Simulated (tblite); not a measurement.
Compound: C5H2FN2 (doublet state).
SMILES with atom numbers: `[N:1]#[C:2][C:3]1=[C:4]([F:5])[CH:6]=[N:7][CH:8]1` (hydrogens: H9 on C6; H10 on C8)
Bond orders are those of one Lewis drawing.

Computed with GFN2-xTB (tblite), gas phase: L-BFGS steps from a force-field or distance-geometry start until the largest atomic force falls under 0.01 eV/Å.

Step 14: E = -603.4466 eV
```
atom  x, y, z in Å  |  force x, y, z in eV/Å
N1      3.1767   -0.2350   -0.1762    0.044  -0.012  -0.005
C2      2.0337   -0.1859   -0.1007   -0.047  -0.011   0.045
C3      0.6395   -0.1216    0.0043   -0.064  -0.076   0.034
C4     -0.1849    0.9908   -0.0573   -0.021  -0.046  -0.037
F5      0.1743    2.2640   -0.0655   -0.055   0.012  -0.040
C6     -1.5384    0.5108    0.0526   -0.042  -0.041   0.001
N7     -1.5395   -0.8060    0.1210   -0.022   0.099  -0.015
C8     -0.2736   -1.2237    0.0506    0.140   0.000   0.055
H9     -2.4430    1.0806    0.1253    0.007   0.107   0.040
H10    -0.0359   -2.2694    0.0234    0.061  -0.032  -0.078
```

Step 15: E = -603.4483 eV
```
atom  x, y, z in Å  |  force x, y, z in eV/Å
N1      3.1742   -0.2367   -0.1761    0.028  -0.005  -0.002
C2      2.0313   -0.1847   -0.0987    0.038  -0.020   0.038
C3      0.6386   -0.1217    0.0081   -0.029  -0.086   0.031
C4     -0.1867    0.9890   -0.0616   -0.011   0.017  -0.024
F5      0.1722    2.2615   -0.0669   -0.033   0.060  -0.047
C6     -1.5385    0.5125    0.0512   -0.067  -0.077  -0.003
N7     -1.5356   -0.8040    0.1218   -0.080   0.039   0.004
C8     -0.2703   -1.2247    0.0534    0.066   0.008   0.034
H9     -2.4428    1.0843    0.1279    0.036   0.073   0.036
H10    -0.0336   -2.2709    0.0183    0.053  -0.008  -0.068
```

Step 16: E = -603.4495 eV
```
atom  x, y, z in Å  |  force x, y, z in eV/Å
N1      3.1728   -0.2382   -0.1759    0.006   0.002   0.001
C2      2.0300   -0.1841   -0.0966    0.086  -0.032   0.035
C3      0.6376   -0.1229    0.0118    0.010  -0.049   0.019
C4     -0.1880    0.9883   -0.0654   -0.005   0.034  -0.002
F5      0.1704    2.2609   -0.0688   -0.026   0.054  -0.049
C6     -1.5395    0.5123    0.0500   -0.064  -0.048  -0.014
N7     -1.5342   -0.8022    0.1227   -0.081  -0.030   0.025
C8     -0.2672   -1.2252    0.0560   -0.015   0.000   0.008
H9     -2.4419    1.0878    0.1305    0.047   0.044   0.030
H10    -0.0311   -2.2720    0.0133    0.041   0.024  -0.054
```

Question: Estimate the geometry and energy of step 17. (The exact step hangs on the optimiser's Hessian estimate; all steps are aligned on step 16, rigid shifts and turns removed.)

Answer: E = -603.4504 eV, largest force 0.095 eV/Å
```
atom  x, y, z in Å  |  force x, y, z in eV/Å
N1      3.1722   -0.2390   -0.1758    0.005   0.006   0.003
C2      2.0297   -0.1840   -0.0944    0.080  -0.039   0.034
C3      0.6366   -0.1246    0.0144    0.043   0.004   0.008
C4     -0.1890    0.9878   -0.0678   -0.006   0.027   0.016
F5      0.1681    2.2614   -0.0711   -0.028   0.016  -0.049
C6     -1.5413    0.5110    0.0490   -0.020  -0.015  -0.020
N7     -1.5348   -0.8019    0.1236   -0.048  -0.066   0.039
C8     -0.2653   -1.2259    0.0580   -0.081   0.006  -0.016
H9     -2.4394    1.0924    0.1328    0.030   0.020   0.025
H10    -0.0279   -2.2726    0.0088    0.026   0.042  -0.040
```

The energy changes by -0.0009 eV. The first-order estimate −F·Δx gives -0.0013 eV and the mean of the old and new forces, exact on a quadratic surface, -0.0009 eV. The step makes an angle of 53° with the force vector and moves no atom by more than 0.006 Å.

What follows is the cost of the whole relaxation. Time: 0.53 s. Hardware: Intel Xeon at 2.50 GHz, one thread, no GPU, shared host with 64 logical CPUs at a one-minute load of 62.
